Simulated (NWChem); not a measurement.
**sulfur difluoride (F2S) in NWChem**

```xyz
3

F      1.2275     0.0000    -0.4916
S      0.0000     0.0000     0.5530
F     -1.2275     0.0000    -0.4916
```
Charge 0, spin multiplicity 1.

All runs are NWChem calculations. Structure: optimised with PBE0/def2-SVP, a minimum by its harmonic frequencies.

Symmetry labels belong to the abelian group C2v used in the runs, with the axes of the coordinates shown.

Task: List the lowest 6 singlet excitations that TDA-CAM-B3LYP/def2-SVPD gives, with oscillator strengths.

Result: 
```json
[
 {"state": "1", "symmetry": "a2", "energy (eV)": "3.47", "wavelength (nm)": "357", "f": "0.000"},
 {"state": "2", "symmetry": "b2", "energy (eV)": "4.78", "wavelength (nm)": "259", "f": "0.007"},
 {"state": "3", "symmetry": "b2", "energy (eV)": "7.04", "wavelength (nm)": "176", "f": "0.082"},
 {"state": "4", "symmetry": "a1", "energy (eV)": "8.32", "wavelength (nm)": "149", "f": "0.034"},
 {"state": "5", "symmetry": "a2", "energy (eV)": "8.37", "wavelength (nm)": "148", "f": "0.000"},
 {"state": "6", "symmetry": "b2", "energy (eV)": "8.42", "wavelength (nm)": "147", "f": "0.010"}
]
```
